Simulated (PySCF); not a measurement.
Two-component Hartree-Fock for I(50+) (iodine, charge +50)

Start: [He] 2s1; 2s1/2 filled at m_j = +1/2. Calculated with PySCF 2.14 in an uncontracted even-tempered set (17 s from 30 bohr⁻², ratio 2.4; 12 p from 38 bohr⁻², ratio 2.4; 5 d from 120 bohr⁻², ratio 2.6; 4 f from 180 bohr⁻², ratio 2.6): generalised Hartree-Fock with the X2C-1e Hamiltonian and a Gaussian nucleus; one run each with spin-orbit coupling (SO) switched off, then screened by Boettger's factors.

```tsv
spinor shell	electrons	ε, spin-free (eV)	ε, screened SO (eV)	weight of nominal j (screened SO)	rms radius, screened SO (bohr)
1s1/2	2	-38483.6	-38483.6	1.000	0.0309
2s1/2	1	-9429.1	-9429.1	1.000	0.119
```

```csv
quantity,spin-free,screened SO
E (hartree),-3233.01086,-3233.01086
M_J,1/2,1/2
⟨J²⟩,0.750,0.750
⟨L²⟩,0.000,0.000
⟨S²⟩,0.750,0.750
```

Each row is a mean over spinors that exchange with the open shell spreads, by up to 38.321 eV (1s1/2).

Breit and QED terms are absent; they matter most for the inner s and p1/2 levels.

Densities and radii are taken from the X2C orbitals without a picture-change correction, which distorts them close to the nucleus.

Without spin-orbit coupling the j labels of p, d and f shells carry no meaning; the spin-free column gives the mean over the occupied spinors of each nl shell.
